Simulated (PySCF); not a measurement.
Input for PySCF: R-B3LYP/3-21G on AlFH4N2 (SMILES [NH2][Al]([NH2])[F]), a point of a torsion scan.

```python
from pyscf import gto, scf, dft, mp
from pyscf.data.elements import chemcore

mol = gto.M(
    atom='''
    N     1.52442175   -0.44499601    0.21919093
    Al    0.04463155    0.47333212   -0.16302317
    N    -1.58901428   -0.20987059   -0.10220366
    F     0.17090655    2.07171277   -0.58344155
    H     1.68070608   -0.88625843    1.11369529
    H     2.42105989   -0.11387402   -0.11789493
    H    -2.43383441    0.30353618   -0.30931579
    H    -1.81013471   -1.17906883    0.06298784
    ''',
    basis='3-21g',
    charge=0, spin=0, verbose=3, max_memory=1800)
mf = dft.RKS(mol, xc='b3lyp')
mf.conv_tol = 1e-8
mf.max_cycle = 100
mf.kernel()
if not mf.converged:
    mf = mf.newton().run(mf.mo_coeff, mf.mo_occ)
```

Output:

```
converged SCF energy = -451.848220864859
```

The calculation finished and met its thresholds.

Cost: about 5 core-seconds (a rough figure).
